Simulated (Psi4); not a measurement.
C3H2N (SMILES [CH-]=CC#N), charge -1, singlet, at a GFN2-xTB geometry (a gas-phase anion, which may not be bound at this level). Base run: Psi4 with HF/3-21G.

Input for Psi4:
```
memory 2 GB

molecule {
-1 1
C    -0.29085219   -1.68925099    0.01404687
C     0.49767615   -0.58077414   -0.00168065
C    -0.03750760    0.70088789   -0.00410519
H     0.37158292   -2.61776265    0.01281106
H     1.61946705   -0.53333380   -0.01420507
N    -0.42956402    1.79513142   -0.00688174
}

set {
  basis 3-21g
  stability_analysis check
  scf_type pk
}

energy('scf')
print_variables()
```

The bond that is stretched is that between atoms 4 and 1. A test that says stable can miss a lower solution.

Variants of this job, named by their change:

```csv
change,ΔE vs base (kcal/mol),<S^2>
base,0.000,0.000
stability_analysis = follow; reference = uhf,0.000,0.000
bond × 1.25,17.21,0.000
stability_analysis = follow; reference = uhf; bond × 1.25,17.21,0.000
bond × 1.5,40.88,0.000
stability_analysis = follow; reference = uhf; bond × 1.5,39.49,0.300
bond × 1.8,65.8,0.000
stability_analysis = follow; reference = uhf; bond × 1.8,51.93,0.770
bond × 2.2,90.5,0.000
stability_analysis = follow; reference = uhf; bond × 2.2,58.31,0.989
bond × 3.0,120.8,0.000
stability_analysis = follow; reference = uhf; bond × 3.0,61.61,1.080
```

Psi4 reported an instability in these rows: stability_analysis = follow; reference = uhf; bond × 1.5; stability_analysis = follow; reference = uhf; bond × 1.8; stability_analysis = follow; reference = uhf; bond × 2.2; stability_analysis = follow; reference = uhf; bond × 3.0 (restricted rows aren't judged here).

A gas-phase anion may not be bound at this level; its values then depend on the basis.

Where a bond breaks into two radicals, a solution with restricted orbitals usually stops being the lowest and lies too high; an unrestricted one lies lower at the price of spin contamination, which <S^2> shows.
